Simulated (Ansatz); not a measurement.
```yaml
crystal:
  periodic: [false, false, false]
  atoms:
    - {symbol: C, position_ang: [0.251144, -0.611981, 1.273937]}
    - {symbol: C, position_ang: [-0.753138, 0.256849, 0.551103]}
    - {symbol: O, position_ang: [-0.896042, -0.116525, -0.806901]}
    - {symbol: Ga, position_ang: [0.281732, 0.305052, -2.053089]}
    - {symbol: F, position_ang: [1.590331, 1.323661, -1.468842]}
    - {symbol: H, position_ang: [0.288869, -0.354938, 2.335838]}
    - {symbol: H, position_ang: [1.253737, -0.469513, 0.860390]}
    - {symbol: H, position_ang: [-0.019198, -1.666415, 1.184035]}
    - {symbol: H, position_ang: [-0.463468, 1.310866, 0.640702]}
    - {symbol: H, position_ang: [-1.741823, 0.150505, 1.010243]}
    - {symbol: H, position_ang: [0.207857, -0.127561, -3.527426]}
basis:
  gaussian: {orbitals: x2c-TZVPPall, final_grid: {core_spheres: 1, valence_spheres: 1, degree: 5}}
hamiltonian: {xc: {name: r2SCAN}}
accuracy: high
output: {forces: true}
```

```sh
$ ansatz run in.yaml --threads 4 --pin off --events-out ev --progress --plain --max-ram 10444MiB
```

Shortened log:

```
Functional definition: r2SCAN
4486 factors; integrals over basis functions are off by at most 3.1e-8 eV
mean field evaluation 1: about -59823.2664 eV, gradient 8.5e1 eV
mean field evaluation 2: about -59753.4097 eV, gradient 1.9e2 eV
mean field evaluation 4: about -59836.1872 eV, gradient 1.6e1 eV
mean field evaluation 8: about -59836.5831 eV, gradient 5.8e-1 eV
mean field evaluation 16: about -59836.5633 eV, gradient 5.0e-1 eV
mean field evaluation 32: about -59836.5643 eV, gradient 1.2e-5 eV
mean field -59836.56432847 eV, -2198.9531803912 hartree, gradient 6.9e-8 eV, S^2 0.000000; 0 other end points of the search recorded, 0 dependent functions left out
reference -59836.56433026 eV, -2198.9531804569 hartree; 33, 33 occupied and 223, 223 virtual orbitals, 4486 factors
Total energy: -59836.56433026 eV, -2198.9531804569 hartree
Relativity: scalar
Atom 0 at     0.251144    -0.611981     1.273937 Å, force    -5.786047     4.152476    -4.119309 eV/Å
Atom 1 at    -0.753138     0.256849     0.551103 Å, force     5.852187    -4.435971     5.183481 eV/Å
Atom 2 at    -0.896042    -0.116525    -0.806901 Å, force    -0.311744     0.618186    11.070646 eV/Å
Atom 3 at     0.281732     0.305052    -2.053089 Å, force     2.747218     0.202025    -6.333636 eV/Å
Atom 4 at     1.590331     1.323661    -1.468842 Å, force    -0.189396     2.418572     0.856830 eV/Å
Atom 5 at     0.288869    -0.354938     2.335838 Å, force    -0.422682    -1.277529    -7.819333 eV/Å
Atom 6 at     1.253737    -0.469513     0.860390 Å, force    -6.360482    -2.839192     2.021184 eV/Å
Atom 7 at    -0.019198    -1.666415     1.184035 Å, force     1.732158     7.162147     1.996865 eV/Å
Atom 8 at    -0.463468     1.310866     0.640702 Å, force    -1.597611    -8.011267    -2.181294 eV/Å
Atom 9 at    -1.741823     0.150505     1.010243 Å, force     5.011023     1.607561    -3.552142 eV/Å
Atom 10 at     0.207857    -0.127561    -3.527426 Å, force    -0.674623     0.402992     2.876707 eV/Å
Dipole moment:    -0.193138    -0.185805     0.100192 e Å
```

(1) Something in this input is off. What?

Answers

(1) The integration grid is far too coarse. The run converged. The result belongs to that input, not to the molecule as meant.
